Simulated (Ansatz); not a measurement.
Consider the isomerisation: `BrC1C[SiH2]1` → `Br[SiH]1CC1`.

Isolated molecules relaxed with PBE0-D4/def2-TZVP in Ansatz; ΔE leaves out vibrations. CCSD(T)/CBS is the MP2 limit (def2-TZVPP, def2-QZVPP) plus CCSD(T) − MP2 in def2-TZVPP, frozen cores. For Br outer-core shells are correlated without core-valence functions, which leaves a few kJ/mol of doubt a bond. Scalar relativity is left out up to krypton.

| species | HF/def2-TZVPP energy (Eh) |
| --- | --- |
| `BrC1C[SiH2]1` | -2939.98145 |
| `Br[SiH]1CC1` | -2940.04100 |

Work out ΔE.

ΔE = (-2940.04100) − (-2939.98145) = -0.05955 Eh = -156.3 kJ/mol. CCSD(T)/CBS gives -148.7 kJ/mol.

Largest T1 diagnostic among the species: 0.010.

In def2-TZVPP, CCSD(T) changes the Hartree–Fock value by +11.9 kJ/mol (the triples alone add +2.2 kJ/mol) and MP2 by +8.5 kJ/mol. From PBE to PBE0 (25 % exact exchange), in def2-TZVPP and without D4, ΔE moves by −6.1 kJ/mol.
